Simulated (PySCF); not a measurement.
C$_{2}$H$_{7}$Al, charge -1, doublet, geometry from GFN2-xTB (such geometries of metal compounds can be far from the true shape) (a state made from the parent by changing its charge; the spin is typed, not shown lowest) (in this run its highest filled SCF level lies above zero, so its values depend strongly on the basis, on diffuse functions most of all); PySCF with TPSS/STO-3G.

PySCF was given this input:
```python
from pyscf import gto, scf, dft

mol = gto.M(
    atom='''
Al    0.72979096   -0.11447531   -0.08457774
C    -0.72047631   -1.52848099    0.40299154
H    -0.32993588   -2.55612122    0.33806958
H    -1.60409967   -1.51079989   -0.25270682
H    -1.11329866   -1.43071967    1.42773765
C    -0.27281966    1.71143823   -0.11954513
H     0.37240532    2.52707988   -0.48175300
H    -0.63344015    2.04226083    0.86761268
H    -1.15679819    1.72654885   -0.77482892
H     0.93766048   -0.40781324   -1.72529904
''',
    basis='sto-3g',
    charge=-1,
    spin=1,
    verbose=4,
)

mf = dft.UKS(mol)
mf.xc = 'tpss'
mf.kernel()
```

Task: What does PySCF print? Leave out banner, timings and long lists.

Result: 
```
PySCF version 2.14.0

[INPUT] verbose = 4
[INPUT] num. atoms = 10
[INPUT] num. electrons = 33
[INPUT] charge = -1
[INPUT] spin (= nelec alpha-beta = 2S) = 1
[INPUT] symmetry False subgroup None
[INPUT] Mole.unit = angstrom
[INPUT] Symbol           X                Y                Z      unit          X                Y                Z       unit  Magmom
[INPUT]  1 Al     0.729790960000  -0.114475310000  -0.084577740000 AA    1.379105042583  -0.216326983925  -0.159828764835 Bohr   0.0
[INPUT]  2 C     -0.720476310000  -1.528480990000   0.402991540000 AA   -1.361502905137  -2.888410457704   0.761543641117 Bohr   0.0
[INPUT]  3 H     -0.329935880000  -2.556121220000   0.338069580000 AA   -0.623488451867  -4.830369046989   0.638858917247 Bohr   0.0
[INPUT]  4 H     -1.604099670000  -1.510799890000  -0.252706820000 AA   -3.031309052805  -2.854998021123  -0.477546679610 Bohr   0.0
[INPUT]  5 H     -1.113298660000  -1.430719670000   1.427737650000 AA   -2.103829562245  -2.703668337328   2.698033136230 Bohr   0.0
[INPUT]  6 C     -0.272819660000   1.711438230000  -0.119545130000 AA   -0.515554438797   3.234149533810  -0.225907555226 Bohr   0.0
[INPUT]  7 H      0.372405320000   2.527079880000  -0.481753000000 AA    0.703744062131   4.775488868099  -0.910381229688 Bohr   0.0
[INPUT]  8 H     -0.633440150000   2.042260830000   0.867612680000 AA   -1.197028399803   3.859313643627   1.639550347400 Bohr   0.0
[INPUT]  9 H     -1.156798190000   1.726548850000  -0.774828920000 AA   -2.186031760493   3.262704467183  -1.464214452193 Bohr   0.0
[INPUT] 10 H      0.937660480000  -0.407813240000  -1.725299040000 AA    1.771921505028  -0.770655333572  -3.260342668575 Bohr   0.0

nuclear repulsion = 93.1113714076489
number of shells = 18
number of NR pGTOs = 78
number of NR cGTOs = 26
basis = sto-3g
ecp = {}

******** <class 'pyscf.dft.uks.UKS'> ********
method = UKS
initial guess = minao
damping factor = 0
level_shift factor = 0
DIIS = <class 'pyscf.scf.diis.CDIIS'>
diis_start_cycle = 1
diis_space = 8
diis_damp = 0
SCF conv_tol = 1e-09
SCF conv_tol_grad = None
SCF max_cycles = 50
direct_scf = True
direct_scf_tol = 1e-13
number electrons alpha = 17  beta = 16
XC library pyscf.dft.libxc version 7.1.2
    S. Lehtola, C. Steigemann, M. J. T. Oliveira, and M. A. L. Marques,  SoftwareX 7, 1–5 (2018)
XC functionals = tpss
    J. Tao, J. P. Perdew, V. N. Staroverov, and G. E. Scuseria,  Phys. Rev. Lett. 91, 146401 (2003)
    J. P. Perdew, J. Tao, V. N. Staroverov, and G. E. Scuseria,  J. Chem. Phys. 120, 6898 (2004)
    J. Tao, J. P. Perdew, V. N. Staroverov, and G. E. Scuseria,  Phys. Rev. Lett. 91, 146401 (2003)
    J. P. Perdew, J. Tao, V. N. Staroverov, and G. E. Scuseria,  J. Chem. Phys. 120, 6898 (2004)
radial grids:
    Treutler-Ahlrichs [JCP 102, 346 (1995); DOI:10.1063/1.469408] (M4) radial grids

becke partition: Becke, JCP 88, 2547 (1988); DOI:10.1063/1.454033
pruning grids: <function nwchem_prune>
grids dens level: 3
symmetrized grids: False
atomic radii adjust function: <function treutler_atomic_radii_adjust>
small_rho_cutoff = 0
Set gradient conv threshold to 3.16228e-05
tot grids = 116072
init E= -318.482322802394

cycle= 1 E= -318.7546139509  delta_E= -0.272  |g|= 0.367  |ddm|= 2.54
cycle= 2 E= -318.733905139829  delta_E= 0.0207  |g|= 0.409  |ddm|= 1.05
cycle= 3 E= -318.842616368497  delta_E= -0.109  |g|= 0.0245  |ddm|=  0.6
cycle= 4 E= -318.843213850489  delta_E= -0.000597  |g|= 0.00248  |ddm|= 0.0618
cycle= 5 E= -318.843218507149  delta_E= -4.66e-06  |g|= 0.000407  |ddm|= 0.00477
cycle= 6 E= -318.843218663343  delta_E= -1.56e-07  |g|= 0.000161  |ddm|= 0.00127
cycle= 7 E= -318.843218693103  delta_E= -2.98e-08  |g|= 2.83e-05  |ddm|= 0.000409
cycle= 8 E= -318.843218694371  delta_E= -1.27e-09  |g|= 5.15e-06  |ddm|= 9.55e-05
cycle= 9 E= -318.843218694408  delta_E= -3.73e-11  |g|= 1.4e-06  |ddm|= 1.45e-05
Extra cycle  E= -318.84321869441  delta_E= -2.39e-12  |g|= 7.42e-07  |ddm|= 4.09e-06
converged SCF energy = -318.84321869441  <S^2> = 0.75051276  2S+1 = 2.0005127
```
